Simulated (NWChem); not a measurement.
System: C4H11BO2; SMILES CCB(OC)OC

Here is an NWChem input.

```
start job
memory heap 200 mb stack 900 mb global 1100 mb
geometry units angstroms noautosym nocenter noautoz
  B      0.392172     0.000787    -0.101926
  C     -1.102283    -0.002280    -0.640097
  C     -2.130926    -0.003819     0.497801
  H     -1.271750    -0.881574    -1.284193
  H     -1.274990     0.875945    -1.284804
  H     -2.022672     0.879350     1.147612
  H     -2.021144    -0.887714     1.146377
  H     -3.165027    -0.004499     0.118346
  O      1.088756     1.139909     0.169913
  C      0.587398     2.426195    -0.042885
  H     -0.396270     2.583651     0.432666
  H      1.292380     3.149334     0.393563
  H      0.488382     2.659461    -1.117793
  O      1.093720    -1.135389     0.169396
  C      0.597750    -2.423719    -0.043545
  H      0.499408    -2.657165    -1.118475
  H      1.305910    -3.143959     0.392541
  H     -0.385101    -2.585433     0.432269
end
basis spherical
  * library def2-svp
end
dft
  xc b3lyp
  iterations 150
  mulliken
end
task dft energy
esp
  recalculate
  probe 0.07
  range 0.3
  factor 1.0
  spacing 0.02
end
task esp
```

NWChem printed, in part:

```
             Northwest Computational Chemistry Package (NWChem) 7.3.0
             --------------------------------------------------------

                             Geometry "geometry" -> ""
                             -------------------------

 Output coordinates in angstroms (scale by  1.889725989 to convert to a.u.)

  No.       Tag          Charge          X              Y              Z
 ---- ---------------- ---------- -------------- -------------- --------------
    1 B                    5.0000     0.39217200     0.00078700    -0.10192600
    2 C                    6.0000    -1.10228300    -0.00228000    -0.64009700
    3 C                    6.0000    -2.13092600    -0.00381900     0.49780100
    4 H                    1.0000    -1.27175000    -0.88157400    -1.28419300
    5 H                    1.0000    -1.27499000     0.87594500    -1.28480400
    6 H                    1.0000    -2.02267200     0.87935000     1.14761200
    7 H                    1.0000    -2.02114400    -0.88771400     1.14637700
    8 H                    1.0000    -3.16502700    -0.00449900     0.11834600
    9 O                    8.0000     1.08875600     1.13990900     0.16991300
   10 C                    6.0000     0.58739800     2.42619500    -0.04288500
   11 H                    1.0000    -0.39627000     2.58365100     0.43266600
   12 H                    1.0000     1.29238000     3.14933400     0.39356300
   13 H                    1.0000     0.48838200     2.65946100    -1.11779300
   14 O                    8.0000     1.09372000    -1.13538900     0.16939600
   15 C                    6.0000     0.59775000    -2.42371900    -0.04354500
   16 H                    1.0000     0.49940800    -2.65716500    -1.11847500
   17 H                    1.0000     1.30591000    -3.14395900     0.39254100
   18 H                    1.0000    -0.38510100    -2.58543300     0.43226900

 Effective nuclear repulsion energy (a.u.)     311.4558686784

                                 NWChem DFT Module
                                 -----------------

 Summary of "ao basis" -> "ao basis" (spherical)
 ------------------------------------------------------------------------------
       Tag                 Description            Shells   Functions and Types
 ---------------- ------------------------------  ------  ---------------------
 B                          def2-svp                 6       14   3s2p1d
 C                          def2-svp                 6       14   3s2p1d
 H                          def2-svp                 3        5   2s1p
 O                          def2-svp                 6       14   3s2p1d

            General Information
            -------------------
          SCF calculation type: DFT
          Wavefunction type:  closed shell.
          No. of atoms     :    18
          No. of electrons :    56
           Alpha electrons :    28
            Beta electrons :    28
          Charge           :     0
          Spin multiplicity:     1
          Use of symmetry is: off; symmetry adaption is: off
          Maximum number of iterations: 150
          AO basis - number of functions:   153
                     number of shells:    75
          Convergence on energy requested:  1.00D-06
          Convergence on density requested:  1.00D-05
          Convergence on gradient requested:  5.00D-04

              XC Information
              --------------
                         B3LYP Method XC Potential
                     Hartree-Fock (Exact) Exchange  0.200
                        Slater Exchange Functional  0.800 local
                    Becke 1988 Exchange Functional  0.720 non-local
              Lee-Yang-Parr Correlation Functional  0.810
                  VWN I RPA Correlation Functional  0.190 local

             Grid Information
             ----------------
          Grid used for XC integration:  medium
          Radial quadrature: Mura-Knowles
          Angular quadrature: Lebedev.
          Tag              B.-S. Rad. Rad. Pts. Rad. Cut. Ang. Pts.
          ---              ---------- --------- --------- ---------
          B                   0.85       49          10.0       434
          C                   0.70       49          13.0       434
          H                   0.35       45          14.0       434
          O                   0.60       49          11.0       434
          Grid pruning is: on
          Number of quadrature shells:   838
          Spatial weights used:  Erf1

      Superposition of Atomic Density Guess
      -------------------------------------

 Sum of atomic energies:        -329.87761361

      Non-variational initial energy
      ------------------------------

 Total energy =    -334.132059
 1-e energy   =   -1063.639987
 2-e energy   =     418.052059
 HOMO         =      -0.355921
 LUMO         =       0.052762

     ---------------------------------------------
      Total Density - Mulliken Population Analysis
     ---------------------------------------------

    Atom       Charge   Shell Charges
 -----------   ------   -------------------------------------------------------
    1 B    5     4.44   1.99  0.82  0.09  1.18  0.18  0.17
    2 C    6     6.43   1.99  0.97  0.23  2.08  1.14  0.02
    3 C    6     6.24   1.99  0.95  0.18  2.03  1.07  0.03
    4 H    1     0.88   0.67  0.19  0.03
    5 H    1     0.88   0.67  0.19  0.03
    6 H    1     0.90   0.67  0.20  0.02
    7 H    1     0.90   0.67  0.20  0.02
    8 H    1     0.90   0.67  0.20  0.02
    9 O    8     8.56   1.99  1.10  0.61  3.05  1.80  0.01
   10 C    6     5.87   1.99  0.92  0.20  1.84  0.87  0.05
   11 H    1     0.93   0.69  0.22  0.02
   12 H    1     0.93   0.69  0.21  0.02
   13 H    1     0.93   0.69  0.21  0.02
   14 O    8     8.56   1.99  1.10  0.61  3.05  1.80  0.01
   15 C    6     5.87   1.99  0.92  0.20  1.84  0.87  0.05
   16 H    1     0.93   0.69  0.21  0.02
   17 H    1     0.93   0.69  0.21  0.02
   18 H    1     0.93   0.69  0.22  0.02

   convergence    iter        energy       DeltaE   RMS-Dens  Diis-err
 ---------------- ----- ----------------- --------- --------- ---------
 d= 0,ls=0.0,diis     1   -334.0878094441 -6.46D+02  8.57D-03  8.44D-01
 d= 0,ls=0.0,diis     2   -334.0935522231 -5.74D-03  4.29D-03  1.04D+00
 d= 0,ls=0.0,diis     3   -334.1862187293 -9.27D-02  1.02D-03  6.78D-02
 d= 0,ls=0.0,diis     4   -334.1918295029 -5.61D-03  3.10D-04  3.92D-03
 d= 0,ls=0.0,diis     5   -334.1922735210 -4.44D-04  7.15D-05  1.97D-04
  Resetting Diis
 d= 0,ls=0.0,diis     6   -334.1922986414 -2.51D-05  1.66D-05  5.82D-06
 d= 0,ls=0.0,diis     7   -334.1922993301 -6.89D-07  8.30D-06  4.68D-07

         Total DFT energy =     -334.192299330092
      One electron energy =    -1070.758932353359
           Coulomb energy =      472.229388548247
    Exchange-Corr. energy =      -47.118624203386
 Nuclear repulsion energy =      311.455868678405

 Numeric. integr. density =       55.999965168649

                       DFT Final Molecular Orbital Analysis
                       ------------------------------------

 Vector   26  Occ=2.000000D+00  E=-3.177999D-01
              MO Center=  7.5D-01,  1.5D-03,  1.1D-01, r^2= 4.6D+00
   Bfn.  Coefficient  Atom+Function         Bfn.  Coefficient  Atom+Function
  ----- ------------  ---------------      ----- ------------  ---------------
    71      0.323723   9 O  px              114     -0.323642  14 O  px
    74      0.215475   9 O  px              117     -0.215352  14 O  px
     5      0.192537   1 B  py               85     -0.160763  10 C  px
   128      0.160636  15 C  px              101     -0.155327  12 H  s
   144      0.155347  17 H  s                70      0.142097   9 O  s

 Vector   27  Occ=2.000000D+00  E=-2.796058D-01
              MO Center=  1.3D-01,  6.0D-04, -4.9D-02, r^2= 4.0D+00
   Bfn.  Coefficient  Atom+Function         Bfn.  Coefficient  Atom+Function
  ----- ------------  ---------------      ----- ------------  ---------------
    71      0.296215   9 O  px              114      0.296885  14 O  px
    18      0.284605   2 C  px                4      0.249015   1 B  px
    21      0.198093   2 C  px               74      0.197593   9 O  px
   117      0.198034  14 O  px               17      0.164451   2 C  s
    63      0.144146   8 H  s                32     -0.127655   3 C  px

 Vector   28  Occ=2.000000D+00  E=-2.763744D-01
              MO Center=  8.7D-01,  1.9D-03,  3.4D-02, r^2= 3.7D+00
   Bfn.  Coefficient  Atom+Function         Bfn.  Coefficient  Atom+Function
  ----- ------------  ---------------      ----- ------------  ---------------
    73      0.386376   9 O  pz              116     -0.386734  14 O  pz
    76      0.288976   9 O  pz              119     -0.289225  14 O  pz
   106      0.164292  13 H  s               139     -0.164404  16 H  s
    71     -0.154175   9 O  px              114      0.153175  14 O  px
    96     -0.137639  11 H  s               149      0.137430  18 H  s

 Vector   29  Occ=0.000000D+00  E= 2.920708D-02
              MO Center= -6.9D-01, -1.9D-03,  1.7D-01, r^2= 5.7D+00
   Bfn.  Coefficient  Atom+Function         Bfn.  Coefficient  Atom+Function
  ----- ------------  ---------------      ----- ------------  ---------------
    31      1.356121   3 C  s                64     -0.659380   8 H  s
    54     -0.454566   6 H  s                59     -0.455262   7 H  s
    97     -0.431399  11 H  s               150     -0.431982  18 H  s
     9     -0.410107   1 B  pz                6      0.370550   1 B  pz
    44     -0.299543   4 H  s                49     -0.300013   5 H  s

 Vector   30  Occ=0.000000D+00  E= 5.064215D-02
              MO Center= -4.6D-02, -5.4D-04, -8.0D-01, r^2= 8.1D+00
   Bfn.  Coefficient  Atom+Function         Bfn.  Coefficient  Atom+Function
  ----- ------------  ---------------      ----- ------------  ---------------
    17      1.413849   2 C  s                84      1.136710  10 C  s
   127      1.137159  15 C  s               107     -0.751427  13 H  s
   140     -0.751582  16 H  s                 3     -0.731006   1 B  s
    44     -0.481822   4 H  s                49     -0.481596   5 H  s
    97     -0.393598  11 H  s               150     -0.393889  18 H  s

 Vector   31  Occ=0.000000D+00  E= 7.069780D-02
              MO Center= -1.7D-01, -3.6D-05, -2.1D-01, r^2= 1.1D+01
   Bfn.  Coefficient  Atom+Function         Bfn.  Coefficient  Atom+Function
  ----- ------------  ---------------      ----- ------------  ---------------
    84      1.555811  10 C  s               127     -1.555730  15 C  s
   107     -0.815928  13 H  s               140      0.815553  16 H  s
    97     -0.719749  11 H  s               150      0.719934  18 H  s
   102     -0.607221  12 H  s               145      0.607334  17 H  s
    54     -0.412267   6 H  s                59      0.412127   7 H  s

     ---------------------------------------------
      Total Density - Mulliken Population Analysis
     ---------------------------------------------

    Atom       Charge   Shell Charges
 -----------   ------   -------------------------------------------------------
    1 B    5     4.96   1.98  0.79  0.04  1.60  0.34  0.19
    2 C    6     6.11   1.98  0.91  0.15  2.14  0.89  0.03
    3 C    6     6.01   1.98  0.91  0.10  2.11  0.87  0.03
    4 H    1     1.00   0.75  0.22  0.02
    5 H    1     1.00   0.75  0.22  0.02
    6 H    1     0.99   0.75  0.22  0.02
    7 H    1     0.99   0.75  0.22  0.02
    8 H    1     0.99   0.75  0.22  0.02
    9 O    8     8.22   1.99  1.08  0.60  2.93  1.61  0.01
   10 C    6     5.81   1.98  0.91  0.09  2.07  0.70  0.06
   11 H    1     1.00   0.76  0.22  0.02
   12 H    1     0.98   0.75  0.21  0.02
   13 H    1     0.99   0.75  0.21  0.02
   14 O    8     8.22   1.99  1.08  0.60  2.93  1.61  0.01
   15 C    6     5.81   1.98  0.91  0.09  2.07  0.70  0.06
   16 H    1     0.99   0.75  0.21  0.02
   17 H    1     0.98   0.75  0.21  0.02
   18 H    1     1.00   0.76  0.22  0.02

     -------------------------------------------
      Total Density - Lowdin Population Analysis
     -------------------------------------------

    Atom       Charge   Shell Charges
 -----------   ------   -------------------------------------------------------
    1 B    5     5.19   1.96  0.49  0.21  1.46  0.61  0.45
    2 C    6     6.11   1.96  0.58  0.30  1.93  1.27  0.07
    3 C    6     6.04   1.96  0.57  0.30  1.88  1.25  0.07
    4 H    1     0.97   0.64  0.26  0.07
    5 H    1     0.97   0.64  0.26  0.07
    6 H    1     0.98   0.64  0.27  0.06
    7 H    1     0.98   0.64  0.27  0.06
    8 H    1     0.98   0.65  0.27  0.06
    9 O    8     8.02   1.97  0.87  0.54  2.76  1.86  0.02
   10 C    6     5.91   1.96  0.57  0.30  1.84  1.12  0.13
   11 H    1     0.99   0.65  0.27  0.06
   12 H    1     0.98   0.65  0.26  0.06
   13 H    1     0.99   0.65  0.27  0.06
   14 O    8     8.02   1.97  0.87  0.54  2.76  1.86  0.02
   15 C    6     5.91   1.96  0.57  0.30  1.84  1.12  0.13
   16 H    1     0.99   0.65  0.27  0.06
   17 H    1     0.98   0.65  0.26  0.06
   18 H    1     0.99   0.65  0.27  0.06

     Multipole analysis of the density
     ---------------------------------

     L   x y z        total         alpha         beta         nuclear
     -   - - -        -----         -----         ----         -------
     0   0 0 0     -0.000000    -28.000000    -28.000000     56.000000

[...]

                     NWChem Electrostatic Potential Fit Module
                     -----------------------------------------

 Atom parameters

 Number of atoms is                                   18
 Number of basis functions is                        153

 Grid parameters

 Maximum number of grid points is                  55953
 Number of grid points is                          55952
 Grid range                                     0.300000 nm
 Grid spacing                                   0.020000 nm
 Probe radius                                   0.070000 nm
 Atom radius factor                             1.000000

 Atomic radii

    1    0.100000
    5    0.158000
    6    0.147000
    8    0.136000
 FASTESP  F
  using M.O. file = ./job.movecs

    Atom              Coordinates                           Charge

                                                  ESP

    1 B     0.039217    0.000079   -0.010193    0.531539
    2 C    -0.110228   -0.000228   -0.064010    0.158994
    3 C    -0.213093   -0.000382    0.049780   -0.094118
    4 H    -0.127175   -0.088157   -0.128419   -0.069395
    5 H    -0.127499    0.087595   -0.128480   -0.068434
    6 H    -0.202267    0.087935    0.114761    0.019467
    7 H    -0.202114   -0.088771    0.114638    0.019244
    8 H    -0.316503   -0.000450    0.011835    0.001715
    9 O     0.108876    0.113991    0.016991   -0.490750
   10 C     0.058740    0.242620   -0.004289    0.321636
   11 H    -0.039627    0.258365    0.043267   -0.035784
   12 H     0.129238    0.314933    0.039356   -0.012417
   13 H     0.048838    0.265946   -0.111779   -0.032601
   14 O     0.109372   -0.113539    0.016940   -0.490569
   15 C     0.059775   -0.242372   -0.004355    0.325345
   16 H     0.049941   -0.265717   -0.111848   -0.032714
   17 H     0.130591   -0.314396    0.039254   -0.014112
   18 H    -0.038510   -0.258543    0.043227   -0.037045
                                            ------------
                                               -0.000000

 Dipole moment                                  0.804013

 Quadrupole moment Qxx                         -9.949367
                   Qyy                         13.101107
                   Qzz                         -3.151740

 RMS deviation kJ/mol                           0.050875

 RRMS %                                        31.340260
```

Level: B3LYP/def2-SVP. Coordinates come from a PBE0/def2-SVP optimisation. Not confirmed as a minimum by frequencies.
